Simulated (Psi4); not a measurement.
Cl₄Ge, charge +1, quartet, geometry from GFN2-xTB of the parent state (a state made from the parent by changing its charge; the spin is typed, not shown lowest); TPSS/def2-TZVP (Psi4).

Psi4 was given this input:
```
memory 2 GB

molecule {
1 4
Cl   -0.55196530   -1.48824049   -1.97305168
Ge   -0.28089469   -0.23175313    0.12175552
Cl    1.94101718   -0.52392143    0.20795236
Cl   -0.42264221    1.77666194   -0.86610129
Cl   -0.43766672    0.67174117    2.40201375
}

set {
  basis def2-tzvp
  reference uks
}

energy('tpss')
print_variables()
```

The log (banner, timings and long lists left out):

```
   => Loading Basis Set <=

    Name: DEF2-TZVP
    Role: ORBITAL
    Keyword: BASIS

         ---------------------------------------------------------
                                   SCF
               by Justin Turney, Rob Parrish, Andy Simmonett
                          and Daniel G. A. Smith
                              UKS Reference
         ---------------------------------------------------------

  ==> Geometry <==

    Molecular point group: c1
    Full point group: C1

    Geometry (in Angstrom), charge = 1, multiplicity = 4:

       Center              X                  Y                   Z               Mass
    ------------   -----------------  -----------------  -----------------  -----------------
         CL          -0.541326533486    -1.479462939218    -1.977663118846    34.968852682000
         GE          -0.270255923486    -0.222975579218     0.117144081154    73.921177761000
         CL           1.951655946514    -0.515143879218     0.203340921154    34.968852682000
         CL          -0.412003443486     1.785439490782    -0.870712728846    34.968852682000
         CL          -0.427027953486     0.680518720782     2.397402311154    34.968852682000

  Running in c1 symmetry.

  Rotational constants: A =      0.05131  B =      0.03153  C =      0.02689 [cm^-1]
  Rotational constants: A =   1538.13405  B =    945.25450  C =    806.19667 [MHz]
  Nuclear repulsion =  743.719261535878218

  Charge       = 1
  Multiplicity = 4
  Electrons    = 99
  Nalpha       = 51
  Nbeta        = 48

  ==> Algorithm <==

  SCF Algorithm Type is DF.
  DIIS enabled.
  MOM disabled.
  Fractional occupation disabled.
  Guess Type is SAD.
  Energy threshold   = 1.00e-06
  Density threshold  = 1.00e-06
  Integral threshold = 1.00e-12

  ==> Primary Basis <==

  Basis Set: DEF2-TZVP
    Blend: DEF2-TZVP
    Number of shells: 68
    Number of basis functions: 196
    Number of Cartesian functions: 223
    Spherical Harmonics?: true
    Max angular momentum: 3

  ==> DFT Potential <==

   => LibXC <=

    Version 7.1.2
    S. Lehtola, C. Steigemann, M. J. T. Oliveira, and M. A. L. Marques,  SoftwareX 7, 1–5 (2018) (10.1016/j.softx.2017.11.002)

   => Composite Functional: TPSS <=

    TPSS Meta-GGA XC Functional

    J. Tao, et al., Phys. Rev. Lett., 91, 146401, 2003

    Deriv               =              1
    GGA                 =           TRUE
    Meta                =           TRUE

    Exchange Hybrid     =          FALSE
    MP2 Hybrid          =          FALSE

   => Exchange Functionals <=

    1.0000   XC_MGGA_X_TPSS

   => Correlation Functionals <=

    1.0000   XC_MGGA_C_TPSS

   => LibXC Density Thresholds  <==

    XC_MGGA_C_TPSS:  1.00E-15
    XC_MGGA_X_TPSS:  1.00E-15

   => Molecular Quadrature <=

    Radial Scheme          =       TREUTLER
    Pruning Scheme         =           NONE
    Nuclear Scheme         =       TREUTLER

    Blocking Scheme        =         OCTREE
    BS radius alpha        =              1
    Pruning alpha          =              1
    Radial Points          =             75
    Spherical Points       =            302
    Total Points           =         104476
    Total Blocks           =            878
    Max Points             =            256
    Max Functions          =            171
    Weights Tolerance      =       1.00E-15

   => Loading Basis Set <=

    Name: (DEF2-TZVP AUX)
    Role: JKFIT
    Keyword: DF_BASIS_SCF

  ==> Integral Setup <==

  SCF_SUBTYPE=INCORE selected. In-core MEM_DF algorithm will be used.
  Using in-core AOs.

  ==> MemDFJK: Density-Fitted J/K Matrices <==

    J tasked:                   Yes
    K tasked:                    No
    wK tasked:                   No
    Algorithm:                 Core
    Schwarz Cutoff:           1E-12
    Mask sparsity (%):       9.6106
    Fitting Condition:        1E-10

   => Auxiliary Basis Set <=

  Basis Set: (DEF2-TZVP AUX)
    Blend: DEF2-UNIVERSAL-JKFIT
    Number of shells: 212
    Number of basis functions: 778
    Number of Cartesian functions: 991
    Spherical Harmonics?: true
    Max angular momentum: 5

  Minimum eigenvalue in the overlap matrix is 6.1305053698E-03.
  Reciprocal condition number of the overlap matrix is 1.5228551064E-03.
    Using symmetric orthogonalization.

  ==> Pre-Iterations <==

  SCF Guess: Superposition of Atomic Densities via on-the-fly atomic UHF (no occupation information).

   -------------------------
    Irrep   Nso     Nmo
   -------------------------
     A        196     196
   -------------------------
    Total     196     196
   -------------------------

  ==> Iterations <==

                           Total Energy        Delta E     RMS |[F,P]|

   @DF-UKS iter SAD: -3914.55346219579042   -3.91455e+03   0.00000e+00
   @DF-UKS iter   1: -3915.89410456467067   -1.34064e+00   1.62613e-02 ADIIS/DIIS
   @DF-UKS iter   2: -3893.27491823751870    2.26192e+01   5.74319e-02 ADIIS/DIIS
   @DF-UKS iter   3: -3917.23253998472592   -2.39576e+01   8.03852e-03 ADIIS/DIIS
   @DF-UKS iter   4: -3917.56280337454973   -3.30263e-01   5.13685e-04 ADIIS/DIIS
   @DF-UKS iter   5: -3917.49613945824331    6.66639e-02   1.44367e-03 ADIIS/DIIS
   @DF-UKS iter   6: -3917.56297632220958   -6.68369e-02   3.95093e-04 ADIIS/DIIS
   @DF-UKS iter   7: -3917.56728188282796   -4.30556e-03   1.16036e-04 ADIIS/DIIS
   @DF-UKS iter   8: -3917.53549578629008    3.17861e-02   9.70418e-04 ADIIS/DIIS
   @DF-UKS iter   9: -3917.56735439409795   -3.18586e-02   9.16661e-05 DIIS
   @DF-UKS iter  10: -3917.56759486674537   -2.40473e-04   3.31053e-05 DIIS
   @DF-UKS iter  11: -3917.56762241563047   -2.75489e-05   1.59914e-05 DIIS
   @DF-UKS iter  12: -3917.56763065024461   -8.23461e-06   2.14123e-06 DIIS
   @DF-UKS iter  13: -3917.56763076426932   -1.14025e-07   6.67675e-07 DIIS
  Energy and wave function converged.

  ==> Post-Iterations <==

   Electrons on quadrature grid:
      Nalpha   =   51.0000004028 ; deviation = 4.028e-07
      Nbeta    =   48.0000012670 ; deviation = 1.267e-06
      Ntotal   =   99.0000016697 ; deviation = 1.670e-06

   @Spin Contamination Metric:   6.058775314E-03
   @S^2 Expected:                3.750000000E+00
   @S^2 Observed:                3.756058775E+00
   @S   Expected:                1.500000000E+00
   @S   Observed:                1.500000000E+00

    Orbital Energies [Eh]
    ---------------------

    Alpha Occupied:

[...]
    Alpha Virtual:

[...]
     196A     24.780362

    Beta Occupied:

[...]
    Beta Virtual:

[...]
     196A     24.788735

    Final Occupation by Irrep:
              A
    DOCC [    48 ]
    SOCC [     3 ]
    NA   [    51 ]
    NB   [    48 ]

  @DF-UKS Final Energy: -3917.56763076426932

   => Energetics <=

    Nuclear Repulsion Energy =            743.7192615358782177
    One-Electron Energy =               -6898.9057966962263890
    Two-Electron Energy =                2429.3123334748856905
    DFT Exchange-Correlation Energy =    -191.6934290788067869
    Empirical Dispersion Energy =           0.0000000000000000
    VV10 Nonlocal Energy =                  0.0000000000000000
    Total Energy =                      -3917.5676307642693246

  UHF NO Occupations:
  HONO-2 :   49  A 1.0000000
  HONO-1 :   50  A 1.0000000
  HONO-0 :   51  A 1.0000000
  LUNO+0 :   52  A 0.0007394
  LUNO+1 :   53  A 0.0006843
  LUNO+2 :   54  A 0.0003049
  LUNO+3 :   55  A 0.0002142

Computation Completed

Properties will be evaluated at   0.000000,   0.000000,   0.000000 [a0]

Properties computed using the SCF density matrix

 Multipole Moments:

 ------------------------------------------------------------------------------------
     Multipole            Electronic (a.u.)      Nuclear  (a.u.)        Total (a.u.)
 ------------------------------------------------------------------------------------

 L = 1.  Multiply by 2.5417464519 to convert [e a0] to [Debye]
 Dipole X            :         -2.1589862            2.0104356           -0.1485506
 Dipole Y            :         -1.7801260            1.6587168           -0.1214092
 Dipole Z            :          0.9352176           -0.8714356            0.0637820
 Magnitude           :                                                    0.2021772

 ------------------------------------------------------------------------------------

  Variable Map:
  ----------------------------------------------------------------------------
[...]
  Array Variable Map:
  ----------------------------------------------------------------------------
[...]
[...]
```
